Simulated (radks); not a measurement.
Removal energies from the bismuth ion Bi2+, [Hg] 6p1, by Delta-SCF beside the eigenvalue of the level emptied. All-electron calculation, scalar-relativistic Kohn-Sham, PBE, spin-polarised, spherical densities, finite nucleus; Fermi nuclear charge, rms radius of each element as measured or else 0.836 A^(1/3) + 0.57 fm. Program: a radial shooting solver on a logarithmic mesh with Libxc functionals. Open shells are filled with parallel spins first.

removed from                  final configuration  Delta-SCF (eV)  -eigenvalue (eV)
6p                                           [Hg]          23.560            19.594
6s                         [Xe] 4f14 5d10 6s1 6p1          35.128            30.287
5d                          [Xe] 4f14 5d9 6s2 6p1          51.795            44.438
5p            [Kr] 4d10 4f14 5s2 5p5 5d10 6s2 6p1          121.89            113.39
